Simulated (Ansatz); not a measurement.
Method: frozen-core CCSD(T)/cc-pVTZ // ωB97X-D3(BJ)/def2-TZVP (Ansatz, an electronic-structure program).

Ansatz 0.2 input:
```yaml
crystal:
  periodic: [false, false, false]
  atoms:
    - { symbol: C, position_ang: [2.568367, -0.467088, -0.389847] }
    - { symbol: Si, position_ang: [0.917245, -0.168058, -0.303901] }
    - { symbol: C, position_ang: [-0.558246, 0.757623, -0.535849] }
    - { symbol: C, position_ang: [-0.75774, -0.523399, 0.090901] }
    - { symbol: Si, position_ang: [-2.269613, 0.409076, -0.13874] }
    - { symbol: H, position_ang: [3.242097, 0.259849, -0.822596] }
    - { symbol: H, position_ang: [2.985031, -1.391537, -0.013792] }
    - { symbol: H, position_ang: [-3.215444, 0.03495, -1.204052] }
    - { symbol: H, position_ang: [-2.91319, 1.071064, 1.008878] }
basis:
  gaussian: { orbitals: cc-pVTZ }
correlation:
  method: ccsd_t
```

Output:

```
Functional definition: HF
1241 factors; integrals over basis functions are off by at most 1.1e-3 eV
mean field evaluation 1: about -18871.2667 eV, gradient 3.6e1 eV
mean field evaluation 2: about -18871.7023 eV, gradient 3.6e1 eV
mean field evaluation 4: about -18875.4769 eV, gradient 3.6e0 eV
mean field evaluation 8: about -18875.5603 eV, gradient 3.7e-1 eV
mean field evaluation 16: about -18875.5618 eV, gradient 1.3e-6 eV
mean field -18875.56183550 eV, -693.6641031393 hartree, gradient 1.3e-6 eV, S^2 0.000000; 0 other end points of the search recorded, 0 dependent functions left out
13 core orbitals not correlated
reference -18875.56183550 eV, -693.6641031393 hartree; 12, 12 occupied and 189, 189 virtual orbitals, 1241 factors
second order -18.77136866 eV of doubles, -0.00000000 eV of singles
cycle   1  -18.93383604 eV  change   -1.6e-1 eV  update   1.1e-1
cycle   2  -19.53400793 eV  change   -6.0e-1 eV  update   3.6e-2
cycle   3  -19.65392540 eV  change   -1.2e-1 eV  update   1.9e-2
cycle   4  -19.64337575 eV  change    1.1e-2 eV  update   5.2e-3
cycle   5  -19.64460260 eV  change   -1.2e-3 eV  update   2.7e-3
cycle   6  -19.64488728 eV  change   -2.8e-4 eV  update   8.1e-4
cycle   7  -19.64460958 eV  change    2.8e-4 eV  update   3.3e-4
cycle   8  -19.64466421 eV  change   -5.5e-5 eV  update   1.2e-4
cycle   9  -19.64471065 eV  change   -4.6e-5 eV  update   4.4e-5
cycle  10  -19.64469436 eV  change    1.6e-5 eV  update   1.6e-5
perturbative correction -1.10486563 eV, -0.0406030629 hartree
Total energy: -18896.31139549 eV, -694.4266354042 hartree
```

Cost: about 2.8 core-minutes (a rough figure).
